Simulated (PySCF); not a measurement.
**Excited states of Cu⁺ (copper, charge +1)**

Ground state [Ar] 3d10, ¹S. All numbers are calculated (PySCF 2.14, a scalar-relativistic core potential, in aug-cc-pVTZ-PP with one added diffuse shell each of s, p, d, f, g type with ECP10MDF (7s7p6d4f3g, 113 functions)). Vertical excitation energies in eV without spin-orbit coupling; excited terms of each kind are numbered among those the solver found. Frozen: 3s2 3p6.

```tsv
term	leading excitation	EOM-EE-CCSD
1 3D	3d → s	2.552
1 1D	3d → s	3.000
1 3P°	3d → p	8.008
1 3F°	3d → p	8.249
1 1F°	3d → p	8.411
1 1D°	3d → p	8.644
1 3D°	3d → p	8.666
1 1P°	3d → p	8.860
2 3D	3d → s	13.205
2 1D	3d → s	13.292
```

The solver can miss terms. Rydberg members are limited by the diffuse functions of the basis.
